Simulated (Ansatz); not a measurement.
One geometry of Cd₉O₈⁺, several levels of theory.

```yaml
crystal:
  periodic: [false, false, false]
  atoms:
    - {symbol: Cd, position_ang: [-0.605856, 0.423544, -1.117867]}
    - {symbol: Cd, position_ang: [-2.497244, -2.319885, -0.434318]}
    - {symbol: Cd, position_ang: [0.209934, -2.538991, 1.060173]}
    - {symbol: Cd, position_ang: [0.776595, 2.833135, -0.421608]}
    - {symbol: Cd, position_ang: [-0.965356, 1.913429, 2.709174]}
    - {symbol: Cd, position_ang: [2.372669, 0.152667, 0.387402]}
    - {symbol: Cd, position_ang: [-3.055201, 0.328224, 1.656538]}
    - {symbol: Cd, position_ang: [-0.482346, 4.721939, 1.869996]}
    - {symbol: Cd, position_ang: [2.358940, -2.380273, -1.034951]}
    - {symbol: O, position_ang: [-1.520264, 2.728073, 0.554540]}
    - {symbol: O, position_ang: [-2.168194, 1.772040, -0.217230]}
    - {symbol: O, position_ang: [0.463497, 0.295971, 1.891345]}
    - {symbol: O, position_ang: [0.322981, -1.318636, -2.173931]}
    - {symbol: O, position_ang: [1.228140, -0.861216, -3.173261]}
    - {symbol: O, position_ang: [1.665673, -3.740230, 0.367631]}
    - {symbol: O, position_ang: [-0.493697, -0.511562, 1.152170]}
    - {symbol: O, position_ang: [2.389757, -1.498219, -3.075792]}
basis:
  gaussian: {orbitals: def2-TZVP, fitting: {mean_field: def2-universal-jkfit}, initial_orbitals: start.molden}
total_charge: 1
magnetization: {spin_polarized: true, initial_magnetization: 1}
hamiltonian: {xc: r2scan, dispersion: d4}
scf: {omitted_lower_state_checks: [starts]}
output: {orbitals: {seedname: orbitals}}
```

The file start.molden holds the orbitals of an earlier run on this structure, at another level or in another basis.

```sh
$ ansatz run in.yaml --threads 2 --pin off --events-out ev --progress --plain --max-ram 32768MiB --backend cuda --devices 0, --max-vram 18GiB
```

It prints (some lines left out):

```
Functional definition: r2SCAN
2911 factors; integrals over basis functions are off by at most 8.8e-1 eV
mean field evaluation 1: about -57464.2098 eV, gradient 8.1e0 eV
mean field evaluation 2: about -57464.5347 eV, gradient 4.9e-1 eV
mean field evaluation 4: about -57464.5257 eV, gradient 1.7e-1 eV
mean field evaluation 8: about -57464.5258 eV, gradient 2.7e-5 eV
mean field -57464.52579542 eV, -2111.7823721273 hartree, gradient 2.7e-5 eV, S^2 0.763324; 0 other end points of the search recorded, 0 dependent functions left out
reference -57464.52583184 eV, -2111.7823734655 hartree; 122, 121 occupied and 486, 487 virtual orbitals, 2911 factors
Total energy: -57464.88272050 eV, -2111.7954888819 hartree
Checks for a lower state left out: starts
```

Hardware: 2 threads of AMD EPYC 7R13 on a shared host and a share (18 GiB) of an NVIDIA H100 80GB HBM3. Wall time 27 s, peak host memory 1.5 GiB.

As the first input, with `gaussian: {orbitals: def2-SVP, initial_orbitals: start.molden}`, `hamiltonian: {xc: pbe}`, `correlation: {method: rpa}` and without the key `output` (abridged; 17 s):

```
Functional definition: PBE
mean field -57413.85079938 eV, -2109.9201003715 hartree, gradient 2.0e-6 eV, S^2 0.755550
8 core orbitals not correlated: weight in the atoms' cores, before any rotation towards them, 1.000 or more for the frozen orbitals, at most 0.000 for the correlated occupied ones
Total energy: -57297.97414013 eV, -2105.6617116880 hartree
Checks for a lower state left out: starts
```

The first input with `hamiltonian: {xc: pbe0, dispersion: d4}` (abridged; 32 s):

```
Functional definition: PBE0
mean field -57437.37873110 eV, -2110.7847359143 hartree, gradient 2.6e-5 eV, S^2 0.765746
Total energy: -57438.62683134 eV, -2110.8306027523 hartree
Checks for a lower state left out: starts
```

The first input with `gaussian: {orbitals: def2-SVP, initial_orbitals: start.molden}`, `correlation: {method: mp2}` and without the key `hamiltonian` (abridged; 20 s):

```
Functional definition: HF
mean field evaluation 16: about -57123.4235 eV, gradient 2.8e-5 eV
mean field -57123.42345840 eV, -2099.2470924492 hartree, gradient 4.3e-6 eV, S^2 1.261978
8 core orbitals not correlated: weight in the atoms' cores, before any rotation towards them, 1.000 or more for the frozen orbitals, at most 0.000 for the correlated occupied ones
second order -133.48836815 eV of doubles, -0.00000000 eV of singles
Total energy: -57256.91182656 eV, -2104.1526994972 hartree
Checks for a lower state left out: starts
```

The first input with `gaussian: {orbitals: def2-SVP, initial_orbitals: start.molden}`, `hamiltonian: {xc: pbe, dispersion: d4}` (abridged; 18 s):

```
Functional definition: PBE
mean field -57413.85080445 eV, -2109.9201005578 hartree, gradient 2.3e-5 eV, S^2 0.755549
Total energy: -57415.25272241 eV, -2109.9716200924 hartree
Checks for a lower state left out: starts
```

As the first input, with `hamiltonian: {xc: pbe, dispersion: d4}`, `output: {forces: true, orbitals: {seedname: orbitals}}` (abridged; 22 s):

```
Functional definition: PBE
mean field -57443.49853528 eV, -2111.0096345699 hartree, gradient 2.1e-5 eV, S^2 0.756223
Total energy: -57444.90045486 eV, -2111.0611541640 hartree
Atom 0 force    -0.013835     0.008283    -0.021041 eV/Å
Atom 1 force     0.007673    -0.001435     0.013709 eV/Å
Atom 2 force     0.051305    -0.017923    -0.034555 eV/Å
Atom 3 force     0.058867     0.024387    -0.020744 eV/Å
Atom 4 force    -0.010729     0.000929     0.009925 eV/Å
Atom 5 force     0.043031     0.000809    -0.020762 eV/Å
Atom 6 force    -0.033943    -0.011157     0.042189 eV/Å
Atom 7 force     0.023203     0.035432     0.023151 eV/Å
Atom 8 force     0.015465    -0.023749     0.043940 eV/Å
Atom 9 force     0.017908     0.144044     0.113349 eV/Å
Atom 10 force    -0.117130    -0.107334    -0.184698 eV/Å
Atom 11 force     0.099498     0.035243     0.118791 eV/Å
Atom 12 force    -0.049446    -0.057196     0.020942 eV/Å
Atom 13 force    -0.174272     0.182829    -0.099015 eV/Å
Atom 14 force    -0.039959     0.055385     0.001747 eV/Å
Atom 15 force    -0.099459    -0.122132    -0.020238 eV/Å
Atom 16 force     0.221822    -0.146413     0.013310 eV/Å
Dipole moment:    -0.381988     0.619353     0.494244 e Å
Checks for a lower state left out: starts
```

As the first input, with `hamiltonian: {xc: {name: LC-wPBE}}` (abridged; 40 s):

```
Functional definition: LC-wPBE
mean field -57448.17608675 eV, -2111.1815314156 hartree, gradient 4.5e-6 eV, S^2 0.773109
Total energy: -57448.17608676 eV, -2111.1815314160 hartree
Checks for a lower state left out: starts
```

Geometry: PBE-D4/def2-SVP.

In the def2 sets Cd takes a core potential; there is no spin–orbit coupling. LC-ωPBE has ω = 0.4 bohr⁻¹. Correlated methods freeze 8 core orbitals; core or outer-core shells of Cd are correlated, in sets that lack core-valence functions. Single mean-field runs in def2-TZVP are fitted with def2-universal-jkfit. The structure holds 4 bonds between oxygen atoms, so isomers without such links may lie far lower. At MP2/def2-SVP the charge 1 doublet is spin-contaminated (final ⟨S²⟩ up to 1.26, 0.75 for a pure state). Another isomer (doublet) lies 0.98 eV lower at PBE0-D4/def2-TZVP; other spin states weren't run for this one.
